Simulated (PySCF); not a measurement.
C4H9O (SMILES C[CH]OCC), doublet, at a GFN2-xTB geometry; HSE06/STO-3G (PySCF).

Here is a job for PySCF.
```python
from pyscf import gto, scf, dft

mol = gto.Mole()
mol.atom = '''
    C     2.42925305    0.25215257   -0.28320844
    C     1.19771399   -0.11159954    0.45470576
    O     0.02113498   -0.00237585   -0.24192654
    C    -1.15676107   -0.21861340    0.49688265
    C    -2.35106631    0.00885784   -0.41613902
    H     2.30742479    0.00140051   -1.33406557
    H     2.65549635    1.32458697   -0.21792943
    H     3.28361976   -0.28815369    0.12189991
    H     1.14846418   -0.02130956    1.53031517
    H    -1.19215096    0.47041816    1.35493280
    H    -1.16646059   -1.24685935    0.88998458
    H    -3.27395169   -0.15673431    0.13234980
    H    -2.30764332   -0.67573691   -1.25872496
    H    -2.33871651    1.02660997   -0.79679563
'''
mol.basis = 'sto-3g'
mol.spin = 1
mol.verbose = 4
mol.build()

mf = dft.UKS(mol)
mf.xc = 'hse06'
mf.kernel()
```

The log (banner, timings and long lists left out):

```
PySCF version 2.14.0

[INPUT] verbose = 4
[INPUT] num. atoms = 14
[INPUT] num. electrons = 41
[INPUT] charge = 0
[INPUT] spin (= nelec alpha-beta = 2S) = 1
[INPUT] symmetry False subgroup None
[INPUT] Mole.unit = angstrom
[INPUT] Symbol           X                Y                Z      unit          X                Y                Z       unit  Magmom
[INPUT]  1 C      2.429253050000   0.252152570000  -0.283208440000 AA    4.590622951764   0.476499298905  -0.535186387765 Bohr   0.0
[INPUT]  2 C      1.197713990000  -0.111599540000   0.454705760000 AA    2.263351416660  -0.210892566227   0.859269353662 Bohr   0.0
[INPUT]  3 O      0.021134980000  -0.002375850000  -0.241926540000 AA    0.039939323848  -0.004489705813  -0.457174902864 Bohr   0.0
[INPUT]  4 C     -1.156761070000  -0.218613400000   0.496882650000 AA   -2.185961613859  -0.413119453160   0.938972124548 Bohr   0.0
[INPUT]  5 C     -2.351066310000   0.008857840000  -0.416139020000 AA   -4.442871426592   0.016738891655  -0.786388777545 Bohr   0.0
[INPUT]  6 H      2.307424790000   0.001400510000  -1.334065570000 AA    4.360400906132   0.002646580335  -2.521018559512 Bohr   0.0
[INPUT]  7 H      2.655496350000   1.324586970000  -0.217929430000 AA    5.018160826282   2.503106601467  -0.411826937183 Bohr   0.0
[INPUT]  8 H      3.283619760000  -0.288153690000   0.121899910000 AA    6.205142043610  -0.544531555883   0.230357444509 Bohr   0.0
[INPUT]  9 H      1.148464180000  -0.021309560000   1.530315170000 AA    2.170282764073  -0.040269232235   2.891876555567 Bohr   0.0
[INPUT] 10 H     -1.192150960000   0.470418160000   1.354932800000 AA   -2.252838813537   0.888961486422   2.560451909190 Bohr   0.0
[INPUT] 11 H     -1.166460590000  -1.246859350000   0.889984580000 AA   -2.204291050199  -2.356222687353   1.681827111286 Bohr   0.0
[INPUT] 12 H     -3.273951690000  -0.156734310000   0.132349800000 AA   -6.186872039157  -0.296184920223   0.250104874641 Bohr   0.0
[INPUT] 13 H     -2.307643320000  -0.675736910000  -1.258724960000 AA   -4.360813867982  -1.276957692160  -2.378645440554 Bohr   0.0
[INPUT] 14 H     -2.338716510000   1.026609970000  -0.796795630000 AA   -4.419533686899   1.940011680048  -1.505725517950 Bohr   0.0

nuclear repulsion = 180.554129948202
number of shells = 24
number of NR pGTOs = 102
number of NR cGTOs = 34
basis = sto-3g
ecp = {}

******** <class 'pyscf.dft.uks.UKS'> ********
method = UKS
initial guess = minao
damping factor = 0
level_shift factor = 0
DIIS = <class 'pyscf.scf.diis.CDIIS'>
diis_start_cycle = 1
diis_space = 8
diis_damp = 0
SCF conv_tol = 1e-09
SCF conv_tol_grad = None
SCF max_cycles = 50
direct_scf = True
direct_scf_tol = 1e-13
number electrons alpha = 21  beta = 20
XC library pyscf.dft.libxc version 7.1.2
    S. Lehtola, C. Steigemann, M. J. T. Oliveira, and M. A. L. Marques,  SoftwareX 7, 1–5 (2018)
XC functionals = hse06
    J. Heyd, G. E. Scuseria, and M. Ernzerhof,  J. Chem. Phys. 118, 8207 (2003)
    J. Heyd, G. E. Scuseria, and M. Ernzerhof,  J. Chem. Phys. 124, 219906 (2006)
    A. V. Krukau, O. A. Vydrov, A. F. Izmaylov, and G. E. Scuseria,  J. Chem. Phys. 125, 224106 (2006)
radial grids:
    Treutler-Ahlrichs [JCP 102, 346 (1995); DOI:10.1063/1.469408] (M4) radial grids

becke partition: Becke, JCP 88, 2547 (1988); DOI:10.1063/1.454033
pruning grids: <function nwchem_prune>
grids dens level: 3
symmetrized grids: False
atomic radii adjust function: <function treutler_atomic_radii_adjust>
small_rho_cutoff = 0
Set gradient conv threshold to 3.16228e-05
tot grids = 158832
init E= -230.25538370448

cycle= 1 E= -229.799108422478  delta_E= 0.456  |g|= 0.262  |ddm|= 3.18
cycle= 2 E= -229.78123398595  delta_E= 0.0179  |g|= 0.331  |ddm|= 0.758
cycle= 3 E= -229.844925463757  delta_E= -0.0637  |g|= 0.039  |ddm|= 0.435
cycle= 4 E= -229.845843047712  delta_E= -0.000918  |g|= 0.00916  |ddm|= 0.0618
cycle= 5 E= -229.845909554133  delta_E= -6.65e-05  |g|= 0.00303  |ddm|= 0.0172
cycle= 6 E= -229.845916559915  delta_E= -7.01e-06  |g|= 0.000975  |ddm|= 0.00526
cycle= 7 E= -229.845917685829  delta_E= -1.13e-06  |g|= 0.000133  |ddm|= 0.00242
cycle= 8 E= -229.845917704859  delta_E= -1.9e-08  |g|= 5.82e-05  |ddm|= 0.000354
cycle= 9 E= -229.845917707333  delta_E= -2.47e-09  |g|= 1.75e-05  |ddm|= 9.83e-05
cycle= 10 E= -229.845917707666  delta_E= -3.33e-10  |g|= 3.16e-06  |ddm|= 4.34e-05
Extra cycle  E= -229.845917707688  delta_E= -2.13e-11  |g|= 1.44e-06  |ddm|= 7.93e-06
converged SCF energy = -229.845917707688  <S^2> = 0.75258517  2S+1 = 2.0025835
```
